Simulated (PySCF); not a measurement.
C7H12O2S.
Numbering: `[CH3:1][S:2](=[O:3])(=[O:4])/[CH:5]=[CH:6]\[CH:7]1[CH2:8][CH2:9][CH2:10]1` (hydrogens: H11, H12, H13 on C1; H14 on C5; H15 on C6; H16 on C7; H17, H18 on C8; H19, H20 on C9; H21, H22 on C10)

The same species was optimised twice, with GFN2-xTB and with PBE0-D3(BJ)/def2-SVP (PySCF), and the same property calculations (PySCF, gas phase) were run on both structures.

```tsv
coordinate	GFN2-xTB	PBE0-D3(BJ)/def2-SVP	change
C1–S2 (Å)	1.818	1.782	-0.036
S2=O4 (Å)	1.439	1.463	+0.024
S2=O3 (Å)	1.440	1.463	+0.023
S2–C5 (Å)	1.795	1.778	-0.017
C5=C6 (Å)	1.321	1.336	+0.015
C6–C7 (Å)	1.481	1.486	+0.005
C8–C9 (Å)	1.535	1.540	+0.005
C9–C10 (Å)	1.535	1.539	+0.004
C7–C8 (Å)	1.539	1.542	+0.003
C7–C10 (Å)	1.550	1.552	+0.002
C6–C7–C10 (°)	114.8	117.6	+2.8
C5–C6–C7 (°)	123.1	125.6	+2.5
C6–C7–C8 (°)	118.1	120.2	+2.1
O3–S2–O4 (°)	117.3	119.4	+2.1
C7–C8–C9 (°)	89.8	88.5	-1.3
C7–C10–C9 (°)	89.4	88.2	-1.2
C1–S2–O3 (°)	108.4	107.3	-1.1
C8–C9–C10 (°)	89.5	88.4	-1.1
C1–S2–C5–C6 (°)	-177	-178	-1
C5–C6–C7–C8 (°)	-161	-159	+2
```

Rotational constants: A = 2754, B = 651.4, C = 628.2 MHz (GFN2-xTB) against A = 2699, B = 642.6, C = 619.4 MHz (PBE0-D3(BJ)/def2-SVP). Point groups within 0.08 Å: C1 and C1.

On the GFN2-xTB structure: HOMO (eV) -7.65 [PBE0/pcSseg-1]; LUMO (eV) -0.82 [PBE0/pcSseg-1]; dipole (D) 3.75 [PBE0/pcSseg-1]; GIAO shielding of C1 (ppm) 138.2 [PBE0/pcSseg-1]; GIAO shielding of S2 (ppm) 211.9 [PBE0/pcSseg-1]; GIAO shielding of O3/O4 (mean) (ppm) 108.7 [PBE0/pcSseg-1]; GIAO shielding of C5 (ppm) 48.2 [PBE0/pcSseg-1]; GIAO shielding of C6 (ppm) 28.3 [PBE0/pcSseg-1]; GIAO shielding of C7 (ppm) 152.5 [PBE0/pcSseg-1]; GIAO shielding of C8/C10 (mean) (ppm) 157.2 [PBE0/pcSseg-1]; GIAO shielding of C9 (ppm) 169.2 [PBE0/pcSseg-1].

Question: What do these properties become on the PBE0-D3(BJ)/def2-SVP structure?

Answer: 
```
                                    property          level  on GFN2-xTB  on PBE0-D3(BJ)/def2-SVP  change
                                   HOMO (eV)  PBE0/pcSseg-1        -7.65                    -7.64   +0.01
                                   LUMO (eV)  PBE0/pcSseg-1        -0.82                    -0.95   -0.13
                                  dipole (D)  PBE0/pcSseg-1         3.75                     3.80   +0.05
energy, GFN2-xTB geometry as zero (kcal/mol)  PBE0/pcSseg-1          0.0                     -3.5    -3.5
                  GIAO shielding of C1 (ppm)  PBE0/pcSseg-1        138.2                    138.5    +0.3
                  GIAO shielding of S2 (ppm)  PBE0/pcSseg-1        211.9                    204.0    -7.9
        GIAO shielding of O3/O4 (mean) (ppm)  PBE0/pcSseg-1        108.7                    100.0    -8.7
                  GIAO shielding of C5 (ppm)  PBE0/pcSseg-1         48.2                     45.7    -2.5
                  GIAO shielding of C6 (ppm)  PBE0/pcSseg-1         28.3                     26.3    -2.0
                  GIAO shielding of C7 (ppm)  PBE0/pcSseg-1        152.5                    148.5    -4.0
       GIAO shielding of C8/C10 (mean) (ppm)  PBE0/pcSseg-1        157.2                    152.6    -4.6
                  GIAO shielding of C9 (ppm)  PBE0/pcSseg-1        169.2                    163.8    -5.4
```

The heavy atoms differ by 0.081 Å rms after alignment. Among bonds between heavy atoms C1–S2 changes most (-0.036 Å). Changes are differences of the printed values. Neither structure is proved a minimum here.

The values belong to the conformer `[CH3:1][S:2](=[O:3])(=[O:4])/[CH:5]=[CH:6]\[CH:7]1[CH2:8][CH2:9][CH2:10]1`: C1–S2–C5–C6 -178°, C5–C6–C7–C8 -159°.
